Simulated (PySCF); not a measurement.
# Radial density of Te²⁺ (tellurium, charge +2)

UHF, [Kr] 4d10 5s2 5p2, high-spin 3P determinant. Calculation: PySCF 2.14, in cc-pVDZ-PP with ECP28MDF; a scalar-relativistic core potential. This is the valence pseudo-density: the core potential removes the inner electrons and smooths the orbitals near the nucleus.

| r (bohr) | 4πr²ρ (e/bohr) | 4πr²(ρα − ρβ) |
| --- | --- | --- |
| 0.00207 | 1.927e-05 | 0.0000 |
| 0.00348 | 5.377e-05 | 0.0000 |
| 0.00586 | 0.0001464 | 0.0000 |
| 0.00986 | 0.0003733 | 0.0000 |
| 0.0166 | 0.0008131 | 0.0000 |
| 0.0279 | 0.001356 | 0.0000 |
| 0.0469 | 0.001891 | 0.0000 |
| 0.0789 | 0.003066 | 0.0000 |
| 0.133 | 0.02002 | 0.0002 |
| 0.223 | 0.2512 | 0.0021 |
| 0.375 | 3.981 | 0.0461 |
| 0.632 | 23.55 | 0.2200 |
| 1.06 | 15.42 | 0.0033 |
| 1.79 | 3.698 | 1.0392 |
| 3.01 | 0.8888 | 0.5499 |
| 5.06 | 0.03690 | 0.0313 |
| 8.50 | 2.530e-05 | 0.0000 |

Energies and moments cover only the electrons outside the core potential.
